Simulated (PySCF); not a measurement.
A geometry optimisation, step by step.

C₄H₆N₂O.
SMILES with atom numbers: `[OH:1][CH2:2][n:3]1[cH:4][cH:5][n:6][cH:7]1` (hydrogens: H8 on O1; H9, H10 on C2; H11 on C4; H12 on C5; H13 on C7)

Method: PySCF 2.14.0, B3LYP/def2-SVP geometry optimisation, gas phase; density fitting, grid level 1; the optimiser is geomeTRIC in internal coordinates, started from a GFN2-xTB structure. 6 of its 8 geometries are shown. The frame can shift and turn from step to step; on so coarse a grid that alone can change the energy by a few meV, and forces under 0.02 eV/Å are noise.

Step 0: E = -9265.2648 eV, largest atomic force 0.888 eV/Å
```
atom  x, y, z in Å  |  force x, y, z in eV/Å
O1     -2.226   -0.052    0.654   -0.261  -0.257   0.226
C2     -1.428   -0.305   -0.462   -0.389   0.288   0.329
N3     -0.035   -0.055   -0.214   -0.132  -0.256  -0.207
C4      0.832   -0.862    0.476   -0.124  -0.310   0.115
C5      2.015   -0.189    0.526    0.075   0.121  -0.023
N6      1.898    1.008   -0.111    0.614   0.638  -0.068
C7      0.671    1.062   -0.535    0.055   0.180  -0.121
H8     -2.136    0.870    0.923    0.055   0.118  -0.065
H9     -1.575   -1.364   -0.697    0.036  -0.137  -0.154
H10    -1.735    0.307   -1.325    0.077   0.021  -0.218
H11     0.528   -1.814    0.858   -0.197  -0.606   0.257
H12     2.942   -0.485    0.974    0.567  -0.302   0.325
H13     0.245    1.878   -1.086   -0.376   0.501  -0.397
```

Step 1: E = -9265.3277 eV, largest atomic force 0.203 eV/Å
```
atom  x, y, z in Å  |  force x, y, z in eV/Å
O1     -1.889   -0.379    0.959    0.011   0.019  -0.002
C2     -1.110   -0.480   -0.192    0.066  -0.154  -0.114
N3      0.306   -0.253    0.031   -0.038   0.038   0.056
C4      1.171   -1.062    0.742   -0.064  -0.040  -0.015
C5      2.364   -0.380    0.779    0.101  -0.056   0.057
N6      2.256    0.820    0.121    0.056   0.049  -0.031
C7      1.020    0.870   -0.309   -0.067   0.018  -0.014
H8     -1.830    0.527    1.294   -0.008   0.014   0.023
H9     -1.243   -1.508   -0.568   -0.038   0.050   0.021
H10    -1.417    0.219   -0.992   -0.031   0.030   0.013
H11     0.857   -2.022    1.147    0.012   0.026   0.006
H12     3.298   -0.700    1.243   -0.032   0.030  -0.019
H13     0.568    1.681   -0.885    0.032  -0.025   0.019
```

Step 3: E = -9265.3285 eV, largest atomic force 0.117 eV/Å
```
atom  x, y, z in Å  |  force x, y, z in eV/Å
O1     -1.885   -0.383    0.957   -0.026  -0.016   0.026
C2     -1.109   -0.482   -0.198   -0.004   0.080  -0.001
N3      0.306   -0.251    0.032   -0.067  -0.029  -0.001
C4      1.167   -1.063    0.746    0.045   0.098  -0.045
C5      2.363   -0.382    0.780    0.014  -0.003   0.016
N6      2.260    0.817    0.116   -0.009  -0.033   0.009
C7      1.023    0.869   -0.313    0.010  -0.063   0.013
H8     -1.823    0.520    1.301    0.009  -0.007  -0.013
H9     -1.252   -1.504   -0.577    0.018  -0.019  -0.009
H10    -1.420    0.227   -0.988    0.009  -0.008  -0.001
H11     0.850   -2.017    1.160   -0.007  -0.001   0.004
H12     3.296   -0.698    1.247    0.020  -0.009   0.009
H13     0.577    1.678   -0.894   -0.013   0.008  -0.006
```

Step 4: E = -9265.3289 eV, largest atomic force 0.035 eV/Å
```
atom  x, y, z in Å  |  force x, y, z in eV/Å
O1     -1.888   -0.384    0.957   -0.001  -0.005  -0.001
C2     -1.110   -0.479   -0.197    0.000   0.007  -0.006
N3      0.304   -0.251    0.034   -0.009   0.000   0.007
C4      1.168   -1.061    0.747    0.005   0.007   0.003
C5      2.365   -0.384    0.780   -0.028   0.020  -0.008
N6      2.260    0.815    0.115    0.015  -0.004  -0.020
C7      1.023    0.867   -0.315    0.020  -0.018   0.022
H8     -1.826    0.518    1.302    0.003   0.003   0.000
H9     -1.251   -1.502   -0.579    0.000  -0.008  -0.009
H10    -1.419    0.230   -0.988    0.000  -0.001   0.005
H11     0.850   -2.014    1.162   -0.005  -0.001   0.004
H12     3.298   -0.699    1.247    0.005  -0.003   0.002
H13     0.578    1.675   -0.897   -0.004   0.004   0.001
```

Step 6: E = -9265.3292 eV, largest atomic force 0.026 eV/Å
```
atom  x, y, z in Å  |  force x, y, z in eV/Å
O1     -1.891   -0.387    0.955    0.006  -0.001  -0.009
C2     -1.111   -0.476   -0.199   -0.005  -0.014   0.003
N3      0.303   -0.249    0.036   -0.001   0.015   0.021
C4      1.164   -1.058    0.753   -0.003  -0.014   0.006
C5      2.365   -0.386    0.780    0.005   0.004  -0.006
N6      2.265    0.808    0.107   -0.003   0.004   0.007
C7      1.027    0.864   -0.318    0.009  -0.003  -0.025
H8     -1.827    0.512    1.306    0.000   0.002   0.002
H9     -1.250   -1.496   -0.586   -0.002   0.005  -0.004
H10    -1.418    0.238   -0.985   -0.002   0.004   0.001
H11     0.843   -2.007    1.176   -0.001   0.002   0.000
H12     3.297   -0.704    1.247   -0.003  -0.001   0.000
H13     0.583    1.672   -0.904    0.001  -0.002   0.001
```

Step 7: E = -9265.3293 eV, largest atomic force under 0.02 eV/Å
```
atom  x, y, z in Å  |  force x, y, z in eV/Å
O1     -1.891   -0.389    0.954    0.002  -0.002  -0.002
C2     -1.111   -0.473   -0.199   -0.008   0.003   0.007
N3      0.303   -0.247    0.038    0.001  -0.001   0.002
C4      1.161   -1.056    0.757    0.002   0.004   0.006
C5      2.364   -0.388    0.781    0.000   0.006  -0.001
N6      2.268    0.804    0.103   -0.001  -0.011  -0.006
C7      1.030    0.861   -0.324    0.003   0.001  -0.002
H8     -1.825    0.508    1.311    0.001  -0.002  -0.002
H9     -1.252   -1.492   -0.591    0.003   0.001  -0.004
H10    -1.418    0.244   -0.983    0.002   0.002  -0.001
H11     0.837   -2.002    1.184   -0.001  -0.001   0.001
H12     3.295   -0.706    1.250   -0.001  -0.001   0.002
H13     0.589    1.668   -0.913   -0.001   0.001   0.000
```

Q: Summarise the path.

A: The energy falls by 0.0645 eV from step 0 to step 7; nine tenths of that is first reached at step 1. It falls at every step. The largest force goes from 0.888 to under 0.02 eV/Å. Among the bonds C7–H13 changes most (a near tie, within 0.001 Å, with another), from 1.073 to 1.092 Å; the atoms move by 0.100 Å rms after alignment.

Q: Follow the three bonds and two angles with the largest change from start to end.

A: 
```csv
step,E above end (eV),largest force (eV/Å),C7–H13 (Å),C5–H12 (Å),C4–H11 (Å),O1–C2–H10 (°),N3–C2–H10 (°)
0,0.0645,0.888,1.073,1.071,1.070,111.5,108.0
1,0.0016,0.203,1.093,1.091,1.088,113.4,106.4
2,0.0008,0.078,1.092,1.090,1.087,113.0,106.6
3,0.0008,0.117,1.091,1.089,1.087,112.9,106.6
4,0.0004,0.035,1.092,1.090,1.087,113.1,106.5
5,0.0003,0.042,1.092,1.090,1.087,113.1,106.5
6,0.0001,0.026,1.092,1.090,1.087,113.1,106.5
7,0.0000,under 0.02,1.092,1.090,1.087,113.0,106.5
```

What follows is the cost of the whole optimisation. Hardware: Arm Neoverse V1, one thread, no GPU (shared host). Cost: 40 s of wall time, 0.53 GiB resident at most.
